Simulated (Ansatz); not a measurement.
Cost and result for the atomization energy of `CC(C)[O][InH][F]` (14 atoms, 13 bonds).

| atom | x (Å) | y (Å) | z (Å) |
| --- | --- | --- | --- |
| C1 | -1.5518 | 0.0104 | 0.1189 |
| C2 | -0.3352 | 0.2280 | -0.7625 |
| C3 | 0.3893 | -1.0734 | -1.0555 |
| O4 | 0.5336 | 1.1935 | -0.2167 |
| In5 | 1.4543 | 0.9649 | 1.5060 |
| F6 | 2.4894 | 2.5981 | 1.7356 |
| H7 | -2.0432 | 0.9622 | 0.3292 |
| H8 | -2.2772 | -0.6558 | -0.3550 |
| H9 | -1.2592 | -0.4489 | 1.0719 |
| H10 | -0.6767 | 0.6513 | -1.7177 |
| H11 | -0.2568 | -1.7840 | -1.5773 |
| H12 | 1.2687 | -0.8873 | -1.6750 |
| H13 | 0.7147 | -1.5512 | -0.1225 |
| H14 | 1.5502 | -0.2077 | 2.7207 |

Total charge 0; spin multiplicity 1. Correlated methods include outer-core shells of In, which these sets cover unevenly. In: def2 effective core potential. Geometry: relaxed with PBE0-D4/def2-TZVP. It is one conformer, not always the lowest. Program: Ansatz. All runs use 2 threads of an AMD EPYC 7R13 on a shared host and a share of an NVIDIA H100 80 GB. Times are those of one run each, without the atoms' runs, and a repeat can differ threefold. Electronic energies, without spin–orbit coupling; frozen cores. CCSD(T)/CBS adds CCSD(T) − MP2 in def2-TZVPP to the MP2 limit, and its time is that of the two runs behind it. T1 = 0.016. With those shells the extrapolation isn't a true limit. B3LYP takes the VWN-RPA correlation (the form of Gaussian; ORCA's B3LYP/G).

CCSD(T)/CBS is a level of theory with its own doubt, some kJ/mol a heavy atom from the limit and from the frozen cores, so smaller differences don't rank the functionals.

```csv
level,functions,wall time,atomization (kJ/mol),difference from CCSD(T)/CBS,per bond
B3LYP-D4/def2-TZVPP (with forces),317,4.1 s,5083.6,-44.9,-3.5
B2PLYP/def2-TZVPP,317,5.5 s,5042.6,-85.9,-6.6
PBE-D4/def2-TZVPP (with forces),317,7 s,5200.0,71.5,5.5
PBE0-D4/def2-TZVPP,317,9 s,5101.6,-26.9,-2.1
ωB97X-V/def2-TZVPP,317,9 s,5123.4,-5.1,-0.4
MP2/def2-QZVPP,607,10 s,5150.3,21.8,1.7
r2SCAN-D4/def2-TZVPP (with forces),317,11 s,5121.2,-7.3,-0.6
ωB97M-V/def2-TZVPP (with forces),317,11 s,5116.5,-12.0,-0.9
CCSD(T)/def2-TZVPP,317,13 s,4995.3,-133.2,-10.2
CCSD(T)/CBS(def2),–,23 s,5128.5,0.0,0.0
```

From PBE to PBE0 (25 % exact exchange), in def2-TZVPP and without D4, the atomization energy moves by −94.0 kJ/mol: exact exchange takes away binding that semilocal exchange gives to molecules. In def2-TZVPP, CCSD(T) changes the Hartree–Fock value by +1290.7 kJ/mol (the triples alone add +77.1 kJ/mol) and MP2 by +1365.9 kJ/mol; breaking electron pairs costs correlation energy, which Hartree–Fock lacks. The D4 term adds +46.5 kJ/mol with B3LYP and +24.6 kJ/mol with PBE0; it sums over pairs of atoms, weighted by their polarisabilities, and B3LYP, whose exchange is more repulsive, gets the larger term.

Spin–orbit coupling would lower the free In atoms strongly, and the atomization energy with them, by more than many differences here.
